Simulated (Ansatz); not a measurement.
Basis sets compared for the cluster Ge6Te6 (the lowest singlet isomer of a short search). The state is a singlet with charge 0. Geometry PBE-D4/def2-SVP. Ansatz on 2 threads of AMD EPYC 7R13 on a shared host and a share (18 GiB) of an NVIDIA H100 80GB HBM3; times are rough, and most runs start from earlier orbitals.

```xyz
12

Ge    0.468    2.369   -2.018
Ge   -0.211   -0.570    3.351
Ge   -3.158   -0.619   -0.208
Ge    0.726   -2.393   -1.374
Ge    0.211    1.285    1.552
Ge    3.098    0.169   -0.515
Te    1.498   -0.055   -2.753
Te   -1.640    1.695   -0.301
Te   -2.640   -0.691    2.504
Te    2.161    2.702    0.192
Te   -1.883   -2.486   -1.557
Te    1.370   -1.405    1.127
```

In the def2 sets Te takes a core potential; there is no spin–orbit coupling. Single mean-field runs in def2-TZVP are fitted with def2-universal-jkfit. The structure comes from a short search, and lower isomers may exist.

Binding counts from free atoms (Ge triplet, Te triplet) in the same basis, without a counterpoise term.

| level | functions | energy (Eh) | HOMO (eV) | LUMO (eV) | binding per atom (eV) | wall time |
| --- | --- | --- | --- | --- | --- | --- |
| PBE-D4/def2-SVP | 348 | -14067.1860 | -5.01 | -3.60 | 3.08 | 2.7 s |
| PBE0-D4/def2-SVP | 348 | -14067.5587 | -5.84 | -3.18 | 2.89 | 6.5 s |

**Question.** Estimate the rows for PBE-D4/def2-TZVP (with forces), PBE0-D4/def2-TZVP.

**Answer.** 
```
                         level  functions  energy (Eh)  HOMO (eV)  LUMO (eV)  binding per atom (eV)  wall time
PBE-D4/def2-TZVP (with forces)        588  -14068.8129      -5.01      -3.57                   3.09      4.9 s
             PBE0-D4/def2-TZVP        588  -14069.1830      -5.79      -3.10                   2.91      7.5 s
```
